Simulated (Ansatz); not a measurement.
C₄H₉Cl₃Sn, SMILES `C[C](C)(C)[Sn]([Cl])([Cl])[Cl]`. Total charge 0; spin multiplicity 1. Sn: def2 effective core potential. The structure was optimised at the PBE0-D4/def2-TZVP level.

```xyz
17

C     0.189   -1.290    0.966
C     0.060    0.052    0.263
C    -1.084    0.874    0.833
C     1.370    0.823    0.284
Sn   -0.413   -0.353   -1.811
Cl    1.240   -1.598   -2.861
Cl   -2.389   -1.547   -2.042
Cl   -0.665    1.592   -3.049
H     0.429   -1.117    2.022
H     0.990   -1.901    0.542
H    -0.739   -1.865    0.929
H    -1.203    1.828    0.314
H    -0.872    1.096    1.887
H    -2.035    0.338    0.795
H     1.636    1.043    1.325
H     1.294    1.776   -0.244
H     2.192    0.250   -0.152
```

What is the dipole moment at r2SCAN/def2-TZVPP? (Best estimate.)

Ansatz gave: 4.42 D, with components (0.97, 0.83, 4.23) D in this frame, pointing from negative to positive charge.

And with PBE, B3LYP, ωB97M-V? (An estimate is asked.)

Ansatz gave: PBE 4.28 D, B3LYP 4.33 D, ωB97M-V 4.18 D.

Give the Mulliken charges with r2SCAN, PBE, ωB97M-V in def2-TZVPP. (Estimate.)

The calculation gave: 
| atom | r2SCAN | PBE | ωB97M-V |
| --- | --- | --- | --- |
| C1 | -0.21 | -0.28 | -0.32 |
| C2 | 0.07 | -0.01 | -0.24 |
| C3 | -0.21 | -0.28 | -0.32 |
| C4 | -0.21 | -0.28 | -0.32 |
| Sn5 | 0.99 | 0.96 | 0.93 |
| Cl6 | -0.34 | -0.32 | -0.30 |
| Cl7 | -0.34 | -0.32 | -0.30 |
| Cl8 | -0.34 | -0.32 | -0.30 |
| H9 | 0.05 | 0.08 | 0.11 |
| H10 | 0.08 | 0.10 | 0.13 |
| H11 | 0.08 | 0.10 | 0.13 |
| H12 | 0.08 | 0.10 | 0.13 |
| H13 | 0.05 | 0.08 | 0.11 |
| H14 | 0.08 | 0.10 | 0.13 |
| H15 | 0.05 | 0.08 | 0.11 |
| H16 | 0.08 | 0.10 | 0.13 |
| H17 | 0.08 | 0.10 | 0.13 |

B3LYP here is the variant with VWN-RPA as its local correlation; programs differ in this.
